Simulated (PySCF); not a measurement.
# Assignment exercise: C$_{10}$H$_{10}$O

Numbering as in the mapped SMILES `[O:1]=[C:2]1[CH2:3][CH2:4][CH2:5][c:6]2[cH:7][cH:8][cH:9][cH:10][c:11]21` (H(Xn): hydrogen on atom n).

[PySCF: geometry from PBE0-D3(BJ)/def2-SVP; shielding tensors at PBE0/pcSseg-1 (GIAO); J couplings at B3LYP/pcJ-1 (without the spin–dipole term); relativity neglected; a single conformation; equivalent nuclei averaged; no solvent]

δ = σ(ref) − σ, references computed at the same level: 13C (184.41 ppm), 1H (31.27 ppm) vs TMS.

Q: Assign these signals to the numbered atoms. 13C{1H} NMR (computed): δ 198.5, 148.9, 139.0, 135.9, 134.7, 133.5, 131.9, 41.1, 32.3, 25.6.

A: 
| δ (ppm) | atoms | environment | reason |
| --- | --- | --- | --- |
| 198.5 | C2 | ketone carbonyl carbon | the double bond to the heteroatom, with no lone-pair donor beside it, deshields it most |
| 148.9 | C6 | substituted aromatic carbon | – |
| 139.0 | C8 | aromatic CH | the aromatic region |
| 135.9 | C11 | substituted aromatic carbon | – |
| 134.7 | C10 | aromatic CH | the aromatic region |
| 133.5 | C7 | aromatic CH | – |
| 131.9 | C9 | aromatic CH | – |
| 41.1 | C3 | sp3 CH2 α to a carbonyl | α to the electron-withdrawing carbonyl group |
| 32.3 | C5 | sp3 CH2 on an aromatic ring | a saturated carbon with 2 carbon neighbours and no heteroatom attached |
| 25.6 | C4 | sp3 CH2 in a ring | a saturated carbon with 2 carbon neighbours and no heteroatom attached |

C11 and C10; C10 and C7; C7 and C9 lie closer than the usual error of such a calculation, so a measured spectrum could show them in the other order.

Q: Assign these signals to the numbered atoms. 1H NMR (400 MHz, computed): δ 8.44 (m, 1H), 7.54 (m, 1H), 7.46 (m, 1H), 7.32 (m, 1H), 2.82 (ddt, J = 8.9, 4.7, 1.0 Hz, 2H), 2.46 (dd, J = 10.2, 4.5 Hz, 2H), 1.91 (ddt, J = 10.2, 8.9, 4.6 Hz, 2H).

A: 
8.44 → H(C10), hydrogen on an aromatic CH: ring current plus the deshielding of an ortho carbonyl group
7.54 → H(C8), hydrogen on an aromatic CH
7.46 → H(C9), hydrogen on an aromatic CH
7.32 → H(C7), hydrogen on an aromatic CH
2.82 → H(C5), hydrogen on an sp3 CH2 on an aromatic ring: benzylic-type position, deshielded by the ring
2.46 → H(C3), hydrogen on an sp3 CH2 α to a carbonyl: α to C=O
1.91 → H(C4), hydrogen on an sp3 CH2 in a ring

H(C8) and H(C9) lie closer than the usual error of such a calculation, so a measured spectrum could show them in the other order.

Splittings below 1 Hz are ignored in the labels, and close J values are merged. Unscaled 3J(H,H) at this level run about 10 % above measured values. Shifts are as computed. Against solution values, carbons near 30 ppm lie about +2 ppm off and those near 130 ppm about +5 ppm (rms about the fit 1.9 ppm; single classes can miss by 10 ppm). Of 1328 compounds with measured shifts, 309 miss one by over three times the rms of a fit or turn the order of signals round; such compounds aren't used in these exercises. Signals without a measured value on file couldn't be tested in this way; 1H shifts scatter by 0.2 ppm about their fit, and single ones miss by 0.5 ppm.
